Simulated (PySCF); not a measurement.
Peak assignment

Numbering as in the mapped SMILES `[CH3:1][SiH:2]([CH3:3])[O:4][SiH2:5][SiH3:6]` (H(Xn): hydrogen on atom n).

Rapidly exchanging positions averaged, in vacuum, one computed conformer, no relativistic terms. PBE0/pcSseg-1 with gauge-including orbitals; coordinates at the GFN2-xTB level; PySCF.

δ = σ(ref) − σ, references computed at the same level: TMS for ¹H.

Question: Assign these signals to the numbered atoms. ¹H NMR (400 MHz, computed): δ 5.66 (q, 2H), 5.21 (sept, 1H), 3.45 (t, 3H), 0.17 (d, 6H).

Answer: 
| δ (ppm) | atoms | environment | reason |
| --- | --- | --- | --- |
| 5.66 | H(Si5) | hydrogen on a silicon bonded to O, Si | – |
| 5.21 | H(Si2) | hydrogen on a silicon bonded to 2 C, O | – |
| 3.45 | H(Si6) | hydrogen on a silicon bonded to Si | – |
| 0.17 | H(C1)/H(C3) | hydrogen on a methyl carbon bonded to Si | an electropositive neighbour shields it, as in TMS itself |

No couplings were computed; multiplicities are counted from neighbouring protons, with m where these are inequivalent, close in shift, in a saturated or five-membered ring or joined by F or P, and br s for small geminal =CH2 splittings.
